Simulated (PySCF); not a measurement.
**How methods differ on the excitation energy of Xe**

Xe [Xe] (1S) → Xe [Kr] 4d10 5s1 5p6 5d1 (3D), as a difference of total energies. All numbers are calculated (PySCF 2.14, scalar relativity through the core potential, in aug-cc-pVQZ-PP with ECP28MDF). Correlated levels: valence: 4s2 4p6 4d10 frozen. The calculations carry no spin-orbit coupling.

```csv
method,excitation energy (cm⁻¹)
UHF,201380
LDA,182300
PBE,179900
PBE0,186650
r2SCAN,185690
BLYP,179770
B97-3,187440
TPSS,181830
M06-2X,190930
MP2 (valence),187390
SCS-MP2 (valence),185330
```

The upper state lies above the first ionisation limit, where it may autoionise and the basis confines it.

The promoted electron is Rydberg-like, and one or two diffuse shells describe it only roughly, which tends to raise the upper state.

In the upper state the promoted electron has a positive orbital energy at LDA, PBE, BLYP, TPSS, so the basis confines it.
